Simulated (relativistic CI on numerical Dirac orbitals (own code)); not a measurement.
## Hyperfine structure of Pd²⁷⁺, mass number 105

Calculated at this level of theory: Dirac-Coulomb-Breit CI, orbitals from a KLI potential per configuration, model QED (radiative potential, 1s self-energy scaled to tabulated hydrogen-like ionisation energies), unscaled Slater integrals (own radial code, finite nucleus).

Configuration list (outside the closed core [Ne]): 3s2.3p6.3d, 3s2.3p5.3d2, 3s.3p6.3d2, 3s2.3p6.4s, 3s2.3p6.4p, 3s2.3p6.4d, 3s2.3p6.4f, 3s2.3p5.3d.4s, 3s2.3p5.3d.4p, 3p6.3d3, 3p5.3d4. Double excitations out of closed p, d and f shells are left out; levels of such configurations are missing from the list, as are those of other unlisted configurations, and high levels can miss mixing partners. These lack a partner that the ground configuration has and come out too high: 3s2.3p5.3d.4s, 3s2.3p5.3d.4p.

Nuclear spin I = 5/2, μ = -0.642 μN, Q = 0.66 b (tables of Stone and Pyykkö). The electronic factors are computed for point nuclear moments, without core polarisation or the Bohr-Weisskopf and QED corrections.

```tsv
Level	E (cm⁻¹)	A (MHz)	B (MHz)
3s2.3p6.3d 2D_3/2	0	-4679	7480
3s2.3p6.3d 2D_5/2	59907	-1968	10100
3s2.3p5.3d2 4D°_1/2	1041436	-1641	
3s2.3p5.3d2 4D°_3/2	1051844	-4423	15500
3s2.3p5.3d2 4D°_5/2	1078527	-4468	9650
3s2.3p5.3d2 4D°_7/2	1125257	-3619	-7140
3s2.3p5.3d2 4G°_9/2	1129530	-4826	-40900
3s2.3p5.3d2 4G°_11/2	1150568	-4210	-39100
```

Levels with J = 0, under 50 % of one LS term, or S terms without an open s electron are left out. Small factors come from cancelling terms and can be off by tens of per cent or more.

At this charge energies of transitions that change n are usually good to better than 1 %, and those within a shell (Δn = 0) to a few per cent.

Task: Give the hyperfine levels of 3s2.3p6.3d 2D_3/2 relative to its centre of gravity.

Result: With K = F(F + 1) − I(I + 1) − J(J + 1), E = AK/2 + B[¾K(K + 1) − I(I + 1)J(J + 1)]/[2I(2I − 1)J(2J − 1)]: F = 1: 29800, F = 2: 14460, F = 3: -2944, F = 4: -15670 MHz.

LS names give the leading component of a level, which can be under half, so a name can repeat, a term be missing and a line seem to break the LS rules.
